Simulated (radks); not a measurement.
Spin polarisation of the 3d6 shell in Co3+. Start: [Ar] 3d(up 3, down 3); electrons of 3d are moved from spin down to spin up, other shells keep equal spins. All-electron calculation, scalar-relativistic Kohn-Sham, LDA (Slater exchange, Perdew-Wang correlation), spin-polarised, spherical densities, finite nucleus; Fermi nuclear charge, rms radius of each element as measured or else 0.836 A^(1/3) + 0.57 fm. Program: a radial shooting solver on a logarithmic mesh with Libxc functionals.

moment (Bohr magnetons)  E - E(0) (eV)  e(3d up) (eV)  e(3d down) (eV)  3p down minus up (eV)
0                                0.000        -45.481          -45.481                  0.000
1                               -0.267        -45.986          -44.917                  1.134
2                               -1.069        -46.432          -44.292                  2.272
3                               -2.408        -46.820          -43.603                  3.415
4                               -4.287        -47.149          -42.847                  4.566

At moment 4 the spin-polarisation energy is -4.287 eV and the 3d exchange splitting 4.302 eV, that is 1.075 eV per Bohr magneton; E = -I m^2/4 would give I = 1.072 eV.
